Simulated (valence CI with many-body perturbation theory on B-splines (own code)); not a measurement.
Questions on Dy34+

Level of theory: valence CI with perturbative core correlation (CI+MBPT): four valence electrons over a frozen Dirac-Fock core [Ar] 3d10, radial functions for each j: 9 s, 9 p, 8 d, 6 f, 3 g, 1 h, with the one-electron correlation potential Σ1, the two-electron term Σ2, the three-electron term Σ3, Breit, model QED; selected CI, second order for the rest, scaled by the run's own slope (own B-spline code, finite nucleus).

The last digits are not significant, and no measured levels were compared; by estimate large intervals hold to a few tenths of a per cent, small ones and those within an open d or f shell to about a per cent.

Levels are named by their leading jj configuration (3d3/2^4 stands for four electrons in 3d with j = 3/2), which in mixed levels can hold well under half, so a name can repeat and another be missing.

Rates and lifetimes use the calculated energies. Strong lines usually hold to 10 to 20 %, long lifetimes can be off by a factor of two.

(1) What is the ground level?

(2) What is the ionisation energy?

(3) Among levels below 276.58 eV, which E1 lines absorb most strongly from the ground level?

(4) Where does the other parity begin?

(5) How well does LS coupling describe the low levels?

(6) What are the static dipole polarisabilities of the lowest levels?

(7) Name the longest-lived excited levels whose lifetime is computed, and their main decay.

Answers

(1) (4s^2 4p1/2^2) J=0, composition 72 % 4s²4p² ³P + 27 % 4s²4p² ¹S.

(2) 1470.2 eV; NIST lists 1468 ± 5 eV (theoretical).

(3) to (4s 4p1/2 4p3/2^2) J=1 at 6.726 nm, f = 0.838; to (4s 4p1/2^2 4p3/2) J=1 at 9.083 nm, f = 0.484; to (4s 4p1/2 4p3/2^2) J=1 at 6.361 nm, f = 0.429.

(4) At (4s 4p1/2^2 4p3/2) J=2, 124.17 eV.

(5) Among the lowest 20 levels the leading LS term, summed over configurations, holds 60 % on average. For single configurations the figures are 55 % in LS and 84 % in jj coupling. Terms mix most in the J = 1 level at 194.92 eV, where the leading one holds 41 %.

(6) (4s^2 4p1/2^2) J=0 0.0596; (4s^2 4p1/2 4p3/2) J=1 0.0672 (tensor 0.0025); (4s^2 4p1/2 4p3/2) J=2 0.0669 (tensor 0.0044) bohr³, of which the core gives 0.00382.

(7) (4s^2 4p1/2 4p3/2) J=2 at 51.43 eV lives 78.3 μs, mostly by E2 to (4s^2 4p1/2^2) J=0; (4s^2 4p3/2 4d5/2) J=4 at 237.13 eV lives 1.58 μs, mostly by M1 to (4s^2 4p1/2 4d5/2) J=3; (4s^2 4p1/2 4p3/2) J=1 at 47.85 eV lives 1.35 μs, mostly by M1 to (4s^2 4p1/2^2) J=0.
